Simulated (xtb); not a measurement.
HMDS (C₆H₁₉NSi₂), SMILES C[Si](C)(C)N[Si](C)(C)C. All values are semi-empirical tight-binding results from xtb (GFN2-xTB unless named), good for trends rather than for accurate numbers. Geometry: GFN2-xTB. The values are those of a single conformer.

- point group as xtb finds it: C2
- orbital gap: 5.94 eV
- dipole moment: 0.24 D
- zero-point energy: 149.1 kcal/mol
- G − E(el) at 298.15 K (modified RRHO): 121.8 kcal/mol
- static polarisability (D4 model): 137.6 bohr³
- solvation energy, GFN2-xTB/ALPB(water): -1.4 kcal/mol
- solvation energy, GFN2-xTB/ALPB(ch2cl2): -9.1 kcal/mol
